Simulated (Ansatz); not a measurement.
Job for Ansatz (a first-principles code): U-PBE0/def2-TZVPP on ZrP, 2S+1 = 8, a spin state set in the input, which need not be the lowest. Elements past Kr take the def2 small-core potentials; no spin–orbit coupling.

Ansatz 0.2 input:
```yaml
crystal:
  periodic: [false, false, false]
  atoms:
    - {symbol: Zr, position_ang: [0.00000000, 0.00000000, 0.00000000]}
    - {symbol: P, position_ang: [0.00000000, 0.00000000, 2.67900000]}
basis:
  gaussian:
    orbitals: def2-TZVPP
hamiltonian:
  xc: {name: PBE0}
magnetization: {spin_polarized: true, initial_magnetization: 7}
relax: {f_tol: 0.002, max_steps: 120}
```

Give the final energy of this run.

-388.0179 hartree.

How many basis functions does it have, and what does it roughly cost on one machine?

98 functions; about 2.4 core-minutes (a rough figure).
